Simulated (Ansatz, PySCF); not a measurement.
Species: sum formula HPO, charge 0, multiplicity 1. 
Geometry from a B3LYP-D3(BJ)/def2-TZVP (Ansatz, a quantum-chemistry and plane-wave program) optimisation:
```
P
O 1 1.4834
H 1 1.4677 2 104.44
```
Charge 0, spin multiplicity 1.

Quantity: vertical ionisation energy (to the doublet state of charge +1; each state is the SCF solution reached for its spin; for the doublet T1 is 0.073; for the singlet the Hartree-Fock reference is unstable and T1 is 0.019), in eV. Valence correlation only, unless marked. UHF or UKS for open shells. Spin-orbit coupling is left out. Non-relativistic. CBS marks a two-point X^-3 extrapolation of the correlation energy; Hartree-Fock from the larger set.

CCSD(T)/CBS(aug-cc-pV(T+d)Z,aug-cc-pV(Q+d)Z) (Ansatz) gives 10.49 eV.

Problem. Another calculation gave 10.16 eV. Which level was it?
A) M06-2X/def2-TZVPD (PySCF)
B) BHLYP/def2-TZVPD (Ansatz)
C) r2SCAN/def2-TZVPD (Ansatz)

Solution. C, r2SCAN/def2-TZVPD (Ansatz). The others give 10.44 (M06-2X), 10.30 (BHLYP) eV.
